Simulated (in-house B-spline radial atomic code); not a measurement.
A fraction x of an electron is removed from 2p in F²⁺, starting from [He] 2s2 2p3 and keeping the highest spin. Method: non-relativistic PW91, spin-polarised, spherical fractional occupations, point nucleus. Calculated with a B-spline radial code for spherical atoms.

```
   x  E(x) - E(0) (eV)  2p up level (eV)
   0            0.0000           -51.708
0.04            2.0861           -52.600
0.18            9.6706           -55.757
0.29           15.9420           -58.275
0.48           27.4329           -62.697
 0.5           28.6915           -63.167
0.61           35.7830           -65.775
0.69           41.1215           -67.690
0.82           50.1252           -70.835
 0.9           55.8702           -72.791
   1           63.2724           -75.257
```

The exact functional would give a straight line between the two integer points. Deviations E(x) - E(0) - x[E(1) - E(0)], in eV: -0.445 at x = 0.04, -1.718 at x = 0.18, -2.407 at x = 0.29, -2.938 at x = 0.48, -2.945 at x = 0.5, -2.813 at x = 0.61, -2.536 at x = 0.69, -1.758 at x = 0.82, -1.075 at x = 0.9.

The curve lies below the straight line by up to 2.945 eV (at x = 0.5): convex, the delocalisation error that favours fractional charges.

**Question.** How well does Slater's transition state (minus the level at half occupation) give the ionisation energy?

**Answer.** It gives 63.167 eV against 63.272 eV from the two total energies; NIST lists 62.71 eV, ground level to ground level.
